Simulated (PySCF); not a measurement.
## Cost of excited-state runs on `S[C@@H](C)[C@H]1C[C@H]1C#N`, C6H9NS

Geometry:
| atom | x (Å) | y (Å) | z (Å) |
| --- | --- | --- | --- |
| C1 | -1.238 | -1.296 | -0.798 |
| C2 | -0.940 | -0.070 | 0.051 |
| S3 | -2.301 | 1.164 | -0.076 |
| C4 | 0.363 | 0.587 | -0.320 |
| C5 | 1.092 | 1.423 | 0.678 |
| C6 | 1.660 | 0.081 | 0.282 |
| C7 | 1.616 | -0.988 | 1.213 |
| N8 | 1.575 | -1.858 | 1.957 |
| H9 | -1.230 | -1.044 | -1.857 |
| H10 | -0.486 | -2.061 | -0.613 |
| H11 | -2.215 | -1.701 | -0.544 |
| H12 | -0.937 | -0.341 | 1.109 |
| H13 | -2.203 | 1.344 | -1.392 |
| H14 | 0.417 | 0.892 | -1.360 |
| H15 | 0.666 | 1.509 | 1.667 |
| H16 | 1.611 | 2.308 | 0.344 |
| H17 | 2.540 | 0.063 | -0.351 |

PySCF with density fitting, on 1 thread of an Intel Xeon Platinum 8488C, shared host. Command: `OMP_NUM_THREADS=1 python excited_run.py task.json out`

How long does this run take, and how much memory?
- circular dichroism and optical rotation, PBE0/def2-SVPD; 12 states


```csv
run,level,basis functions,wall time,peak memory (GiB)
circular dichroism and optical rotation,PBE0/def2-SVPD,239,81 s,1
```
Times from a shared host are rough.
